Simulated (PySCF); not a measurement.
Species: C5H14N2.
Structure used (GFN2-xTB), in Å, numbered top down from 1:
```
atom  x, y, z in Å
C1    -2.1343    1.1995   -0.1225
C2    -2.0207   -0.2357    0.3780
C3    -1.1417   -1.1083   -0.5369
N4     0.2401   -0.7104   -0.6900
C5     1.0730   -0.8570    0.4850
C6     2.4270   -0.2007    0.2246
N7     2.2466    1.2354    0.0594
H8    -1.1608    1.6857   -0.1320
H9    -2.5359    1.2181   -1.1337
H10   -2.7947    1.7767    0.5215
H11   -1.6155   -0.2391    1.3921
H12   -3.0142   -0.6866    0.4216
H13   -1.1464   -2.1359   -0.1594
H14   -1.5827   -1.1157   -1.5387
H15    0.3029    0.2510   -1.0100
H16    1.2114   -1.9268    0.6766
H17    0.6363   -0.4052    1.3938
H18    2.8344   -0.5929   -0.7098
H19    3.1174   -0.4612    1.0444
H20    1.9229    1.6488    0.9290
H21    3.1258    1.6776   -0.1840
```

The closed-shell SCF was solved with PySCF and density fitting under several settings on one GFN2-xTB geometry (grid level 2 and gas phase unless stated).

```
                                 settings  basis functions  SCF cycles     E (Eh)  HOMO (eV)  LUMO (eV)  dipole (D)
                            PBE0/pcSseg-1              189          12  -308.0424      -5.97       1.30        1.88
                           PBE0/def2-SVPD              252          12  -307.8844      -6.05       0.68        1.74
PBE0/MINI, fitting basis def2-qzvpp-jkfit               49           8  -305.5983      -6.78       4.51        2.16
HSE06/pcSseg-1, energy threshold 1e-11 Eh              189          11  -308.0683      -5.57       0.91        1.88
```

**Question.** Estimate the row for these settings: X3LYP/6-31G, grid level 3, start guess sap.

**Answer.** 
```
                                  settings  basis functions  SCF cycles     E (Eh)  HOMO (eV)  LUMO (eV)  dipole (D)
X3LYP/6-31G, grid level 3, start guess sap               91          13  -308.1978      -5.29       2.01        2.21
```

**Question.** Over all rows, what range does the HOMO–LUMO gap span?

**Answer.** From 6.48 eV (HSE06/pcSseg-1, energy threshold 1e-11 Eh) to 11.29 eV (PBE0/MINI, fitting basis def2-qzvpp-jkfit). The functional of the narrowest has 25 % exact exchange at short range alone, that of the widest 25 % exact exchange.

**Question.** And the dipole moment?

**Answer.** From 1.74 D (PBE0/def2-SVPD) to 2.21 D (X3LYP/6-31G, grid level 3, start guess sap); the largest is 1.27 times the smallest, and the median is 1.88 D.

**Question.** Compare two rows with the functional PBE0: PBE0/pcSseg-1 and PBE0/def2-SVPD. Which energy is lower, and by how much?

**Answer.** PBE0/pcSseg-1 (189 functions) lies 0.1580 Eh or 99 kcal/mol below PBE0/def2-SVPD (252 functions). The smaller set gives the lower energy; the two sets aren't nested, so the variational bound doesn't order them by size.

Cycle counts include a coarse-grid stage where the run had one.

One conformer stands for the species.
